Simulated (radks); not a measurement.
Values are calculated unless marked as measured or tabulated.
Task: These are the eigenvalues of the occupied orbitals of an atom or ion with whole-number occupations (eV). Code: a radial shooting solver on a logarithmic mesh with Libxc functionals. Model: scalar-relativistic Kohn-Sham, r2SCAN, spin-polarised, spherical densities, finite nucleus; meta-GGA in the generalised Kohn-Sham scheme; Fermi nuclear charge, rms radius of each element as measured or else 0.836 A^(1/3) + 0.57 fm.

1s: -59788.36
2s: -10482.73
2p: -9302.585
3s: -2724.953
3p: -2366.034
3d: -1922.632
4s: -873.0117
4p: -748.3494
4d: -583.4931
5s: -360.1269
5p: -315.7893

Which element is it, and in what charge state? The configuration may be excited. Open shells, if any, are filled with parallel spins first.

Result: Z = 69, thulium, charge +15: Tm15+ in [Xe]. The list shows which subshells hold electrons but not how many an open one holds; the 1s level, -2197.2 hartree, gives Z - s = 66.3 by -(Z - s)^2/2, which with screening and relativity narrows Z to a few neighbours, and the depths of the outer levels then fix element, charge and occupations together.
